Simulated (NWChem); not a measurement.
C₂H₂BrF; SMILES FC(=C)Br

Program: NWChem. Pople sets run with spherical d functions. STO-3G and 3-21G are far too small for this property and stand as cheap habits. Structure relaxed at the PBE0/def2-SVP level. Field at 589 nm.

```tsv
level	isotropic polarisability (bohr³)	anisotropy (bohr³)
B3LYP/STO-3G	___	___
B3LYP/6-31G*	37.0	32.9
B3LYP/def2-SVP	37.4	31.8
B3LYP/def2-SVPD	50.1	28.3
B3LYP/aug-cc-pVDZ	49.9	29.0
```

Q: Some entries are withheld; supply them.

A: 
- B3LYP/STO-3G, isotropic polarisability (bohr³): 18.0
- B3LYP/STO-3G, anisotropy (bohr³): 25.9
